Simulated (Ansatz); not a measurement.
K₃H₃⁺, that is (KH)3 ring with one electron fewer. Charge 1, multiplicity 2. Geometry r2SCAN-D4/def2-TZVP, that of the neutral singlet; atoms count from 1.

```xyz
6

K     1.480    0.153    2.016
H     1.249   -1.949    0.742
K    -0.192   -2.162   -1.252
H    -1.436   -0.148   -1.956
K    -1.288    2.009   -0.764
H     0.187    2.098    1.214
```

(1) Estimate the Mulliken populations from the PBE0/def2-TZVP orbitals of Ansatz.

(2) Where does the spin sit?

Results:

(1) 
| atom | charge (e) | spin (α − β) |
| --- | --- | --- |
| K1 | 0.78 | 0.07 |
| H2 | -0.40 | 0.31 |
| K3 | 0.68 | -0.08 |
| H4 | -0.33 | 0.47 |
| K5 | 0.68 | -0.08 |
| H6 | -0.40 | 0.31 |
Mulliken values depend strongly on the basis.

(2) Summed by element: K -0.09, H 1.09, of 1 unpaired in all. Largest on single atoms: H4 0.47, H2 0.31, H6 0.31.
